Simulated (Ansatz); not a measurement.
CH₇ClOSi₂, SMILES `C[SiH2]O[SiH2]Cl`, 12 atoms. The species carries charge 0 and has multiplicity 1. All runs use 4 threads of an Arm Neoverse N1 on a shared host. Correlated methods freeze the cores.

Task: How many basis functions does each run have, and how long does it take in Ansatz? RKS ωB97M-V/def2-SVP energy; RKS PBE0-D4/def2-TZVP relaxation (28 steps); RKS BLYP-D4/def2-TZVPP energy; RKS PBE0-D4/def2-TZVP frequencies; RKS ωB97M-V/def2-QZVPP energy; RHF-CCSD(T)/def2-SVP energy; RKS r2SCANh-D4/def2-TZVPP energy; RHF-MP2/def2-QZVPP energy; RKS PBE0-D4/def2-QZVPP energy; direct RPA on PBE orbitals/def2-TZVPP energy; RKS ωB97X-V/def2-TZVPP energy; RKS PBE0-D4/def2-SVP energy. (Best estimate.)

Result: The calculation gave: Other jobs shared the machine, so times are rough.

```
                                level                    job  functions  wall time  peak host memory (GiB)
                 RKS PBE0-D4/def2-SVP                 energy        117      2.2 s                    0.25
               RKS BLYP-D4/def2-TZVPP                 energy        286      4.3 s                    0.44
                 RHF-CCSD(T)/def2-SVP                 energy        117      9.5 s                    0.55
                 RKS ωB97M-V/def2-SVP                 energy        117       10 s                    0.39
direct RPA on PBE orbitals/def2-TZVPP                 energy        286       11 s                    0.73
            RKS r2SCANh-D4/def2-TZVPP                 energy        286       12 s                    0.92
               RKS ωB97X-V/def2-TZVPP                 energy        286       18 s                     1.1
               RKS PBE0-D4/def2-QZVPP                 energy        534       21 s                     2.5
                   RHF-MP2/def2-QZVPP                 energy        534       46 s                     3.7
               RKS ωB97M-V/def2-QZVPP                 energy        534       47 s                     2.9
                RKS PBE0-D4/def2-TZVP  relaxation (28 steps)        215    3.2 min                    0.67
                RKS PBE0-D4/def2-TZVP            frequencies        215    5.6 min                    0.68
```
